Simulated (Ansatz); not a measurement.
Total energies of `Sc1sc(-c2sc(-c3sc(S)c4c3OCCO4)c3c2OCCO3)c2c1OCCO2` from Ansatz at PBE0-D4/def2-TZVP, gas phase (1 Eh = 27.2114 eV = 2625.5 kJ/mol). The reference geometry is relaxed at PBE-D4/def2-SVP.

```json
{"state": "charge 0 singlet", "geometry": "reference", "energy (Eh)": "-3135.15976"}
{"state": "charge 1 doublet", "geometry": "reference", "energy (Eh)": "-3134.93505"}
{"state": "charge 1 doublet", "geometry": "relaxed at PBE-D4/def2-SVP", "energy (Eh)": "-3134.95243"}
{"state": "charge -1 doublet", "geometry": "reference", "energy (Eh)": "-3135.18415"}
{"state": "charge -1 doublet", "geometry": "relaxed at PBE-D4/def2-SVP", "energy (Eh)": "-3135.18421"}
{"state": "free S atom (triplet)", "geometry": "–", "energy (Eh)": "-397.97371"}
{"state": "free C atom (triplet)", "geometry": "–", "energy (Eh)": "-37.80537"}
{"state": "free O atom (triplet)", "geometry": "–", "energy (Eh)": "-75.01860"}
{"state": "free H atom (doublet)", "geometry": "–", "energy (Eh)": "-0.50104"}
```

Single mean-field runs in def2-TZVP are fitted with def2-universal-jkfit.

Task: Work out the vertical ionisation energy to the doublet.

Result: E(charge 1 doublet) − E(charge 0 singlet) = -3134.93505 − (-3135.15976) = 0.22471 Eh = 6.11 eV. For comparison, −ε of the highest occupied level is 5.01 eV at this level, 1.10 eV less.

Task: Work out the vertical electron affinity, to the doublet.

Result: E(charge 0 singlet) − E(charge -1 doublet) = -3135.15976 − (-3135.18415) = 0.02439 Eh = 0.66 eV. The basis lacks diffuse functions, which makes affinities too small.

Task: Give the fundamental gap IE − EA, the Mulliken electronegativity (IE + EA)/2 and the hardness (IE − EA)/2.

Result: From the values in Eh: IE − EA = 0.22471 − 0.02439 = 0.20032 Eh = 5.45 eV; (IE + EA)/2 = 3.39 eV; (IE − EA)/2 = 2.73 eV. The HOMO–LUMO gap of the same run is 3.31 eV, 2.14 eV smaller than the fundamental gap.

Task: How much does the charge 1 doublet relax, and what is the adiabatic ionisation energy?

Result: Relaxation: -3134.93505 − (-3134.95243) = 0.01738 Eh = 0.47 eV. Adiabatic ionisation energy: 0.20733 Eh = 5.64 eV, without zero-point energy. 

Task: How much does the charge -1 doublet relax, and what is the adiabatic electron affinity?

Result: Relaxation: -3135.18415 − (-3135.18421) = 0.00006 Eh = 0.00 eV. Adiabatic electron affinity: 0.02445 Eh = 0.67 eV, without zero-point energy. 

Task: What is the binding energy per atom against free atoms?

Result: Atoms: 5 × (-397.97371) + 18 × (-37.80537) + 6 × (-75.01860) + 14 × (-0.50104) = -3127.49137 Eh. Binding: -3127.49137 − (-3135.15976) = 7.66839 Eh = 208.67 eV, or 4.85 eV for each of 43 atoms (no zero-point energy, no counterpoise term).

At PBE0-D4/def2-TZVP the highest occupied level of the charge -1 doublet lies above zero (up to 0.44 eV). By energy differences its removal costs 0.66 eV (vertical, to the charge 0 singlet, at PBE0-D4/def2-TZVP); self-interaction error and the lack of diffuse functions both raise the level. At PBE0-D4/def2-TZVP the highest occupied level of the relaxed charge -1 doublet lies above zero (up to 0.08 eV). By energy differences its removal costs 0.67 eV (each at its own geometry, to the charge 0 singlet, at PBE0-D4/def2-TZVP); self-interaction error and the lack of diffuse functions both raise the level.
